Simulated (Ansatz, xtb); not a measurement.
**Relative energy of two conformers of CH4ClFSiTe**

Structure X: `C[Si@](F)(Cl)[TeH]`, a singlet. Structure Y: `C[Si@@](F)(Cl)[TeH]`, a singlet. Both are isolated molecules in the gas phase, relaxed with PBE0-D3(BJ)/def2-SVP.

X (Å):

```xyz
9

C    -1.0086    0.4977    0.0987
Cl    2.0366    1.4060    0.6183
F     1.0047    0.0218   -1.8023
Si    0.5094    1.1445   -0.7411
Te    0.2359    3.3429   -1.8634
H    -1.3453    1.2001    0.8745
H    -1.8208    0.3621   -0.6316
H    -0.7887   -0.4752    0.5654
H    -1.0556    2.7539   -2.7370
```

Y (Å):

```
atom    x (Å)    y (Å)    z (Å)
   C  -1.4035   1.1488  -0.1336
  Cl   0.6096   3.2492  -1.4241
   F  -0.4829   0.8454  -2.8027
  Si   0.0120   1.2794  -1.3194
  Te   1.9205  -0.2462  -0.8452
   H  -2.2110   1.8341  -0.4350
   H  -1.7892   0.1186  -0.1172
   H  -1.0775   1.4179   0.8821
   H   2.1757   0.5340   0.6039
```

Energies in hartree; the thermal terms are from PBE0-D3(BJ)/def2-SVP harmonic frequencies (ideal gas, rigid rotor, one conformer each, 600 K, 1 atm) and include the zero-point energy:

|  | X | Y |
| --- | --- | --- |
| E, CCSD(T)/def2-SVP | −1155.600014 | −1155.599311 |
| E, MP2/def2-SVP | −1155.535638 | −1155.534908 |
| E, MP2/def2-TZVPP | −1156.514103 | −1156.513140 |
| zero-point energy | 0.049222 | 0.049162 |
| H(600 K) − E | 0.073857 | 0.073857 |
| G(600 K) − E | −0.035579 | −0.036041 |

Question: Correct the CCSD(T) difference for the basis set by the MP2 change, then work out ΔE, ΔE₀, ΔH and ΔG for X → Y in kcal/mol (1 Eh = 627.51 kcal/mol) and the equilibrium ratio [Y]/[X].

Answer: 1. Differences Y − X: CCSD(T) +0.000703, MP2 in the small set +0.000730, MP2 in the large set +0.000963 Eh.
2. ΔE = +0.000703 + (+0.000963 − (+0.000730)) = +0.000936 Eh = +0.59 kcal/mol.
3. ΔE₀ = ΔE + ΔZPE = +0.000936 + (−0.000060) Eh = +0.55 kcal/mol.
4. ΔH = ΔE + (0.000000) Eh = +0.59 kcal/mol.
5. ΔG = ΔE + (−0.000462) Eh = +0.30 kcal/mol, so ΔS = (ΔH − ΔG)/T = +2.0 J/(mol K).
6. kT = 1.9001 mEh, so K = [Y]/[X] = exp(−ΔG/kT) = exp(−0.25) ≈ 0.78.

The two are too close for this level to say which is favoured. An error of 1 kcal/mol in ΔG would change K by a factor of 2.3. Mirror images and further conformers aren't counted.

Other levels gave ΔE = +0.5 (PBE0-D3(BJ)/def2-SVP); +0.4 (HF/def2-SVP); +0.5 (MP2/def2-SVP); +0.4 (CCSD(T)/def2-SVP) kcal/mol. The correlated steps freeze 16 core orbitals; the filled d shell of Te is correlated, in a basis made for valence electrons. Atoms past krypton carry core potentials in the def2 sets, without spin–orbit terms. Programs: Ansatz 0.2.0.
